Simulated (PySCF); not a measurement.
## Dipole moment and polarisability of `O=CC(=O)[SiH2][SiH2]O`

Compound: C₂H₆O₃Si₂.
Geometry (GFN2-xTB, Å), atoms numbered from 1 in this order:
```xyz
13
C2H6O3Si2 angstrom
O      0.7212    1.9600    0.0140
C      1.6283    1.1595   -0.1255
C      1.5064   -0.2875    0.0258
O      2.0738   -1.0433    0.7743
Si     0.0993   -0.9273   -1.1603
Si    -1.8238   -0.4437    0.0716
O     -1.5810    0.8372    1.0139
H      2.5805    1.4635   -0.6018
H      0.2838   -0.1882   -2.4166
H      0.4928   -2.3130   -1.4062
H     -2.9130   -0.1813   -0.8759
H     -2.1813   -1.5253    0.9862
H     -0.8914    1.4898    0.8216
```

Level: PBE0/def2-SVPD (PySCF), static field, nuclei fixed, core orbitals frozen in the response. The polarisability tensor in these axes (au):

```
x   104.85   2.12   0.16
y     2.12  86.65   2.55
z     0.16   2.55  79.09
```

Task: Give the principal values, the mean and the anisotropy Δα = √{½[(α1 − α2)² + (α2 − α3)² + (α1 − α3)²]}.

Result: Principal values 78.30, 87.19 and 105.10 au; mean 90.20 au = 13.37 Å³ = 14.87 × 10⁻⁴⁰ C²·m²/J; Δα = 23.64 au (26 % of the mean).

Task: What is the dipole moment, and where does it point?

Result: (0.93, 0.02, -2.46) D, 2.63 D in size, pointing from the negative to the positive side. Measured along this direction, the outermost atoms are H12 at the negative end and H9 at the positive end.

Task: Orientational against electronic polarisability at 400 K (dilute gas, rigid molecules)?

Result: In Gaussian units μ²/3kT = 41.76 Å³ against 13.37 Å³, a ratio of 3.12; the Debye molar polarisation (4π/3)N_A(α + μ²/3kT) is 139.1 cm³/mol, leaving out the vibrational part.

Task: Find the Langevin capture rate constant for NH4+ (18.034 u) meeting this molecule (133.986 u), k = 2.342 × 10⁻⁹ cm³/s × √(α in Å³ / reduced mass in u).

Result: The reduced mass is 15.89 u, so k = 2.15 × 10⁻⁹ cm³/s. The formula leaves out the permanent dipole, which adds to the capture rate.

Task: Give the eigenvalues of the traceless quadrupole moment Θ = ½Σq(3rr − r²1), origin at the centre of nuclear charge.

Result: -10.29, 0.30, 9.98 D·Å. The values depend on the origin, since the dipole doesn't vanish. The electronic extent ⟨r²⟩ about the same centre is 1125 bohr², a root-mean-square distance of 2.12 Å for the 70 electrons.

Task: Form Σ f/ω² (atomic units) for the 8 lowest TDDFT singlets, given as eV and f, and set it beside the mean polarisability, which is this sum over all singlets: 2.46, 0.0078; 3.98, 0.0057; 4.34, 0.0408; 4.75, 0.0048; 4.92, 0.0083; 5.66, 0.0420; 5.95, 0.0057; 5.98, 0.0064.

Result: They add up to 4.46 au, 4.9 % of the 90.20 au; the largest single term is 1.60 au, from the state at 4.34 eV. Terms in order: 0.96, 0.27, 1.60, 0.16, 0.25, 0.97, 0.12, 0.13 au. Higher excitations give the rest. The strengths listed sum to 0.121.

Task: Rayleigh depolarisation ratio (linearly polarised light, static tensor)?

Result: ρ = 3Δα²/(45ᾱ² + 4Δα²) = 1677.2/(366088 + 2236.3) = 0.00455.

One conformer (not necessarily the lowest) at the GFN2-xTB geometry, without solvent, vibrations or thermal averaging.
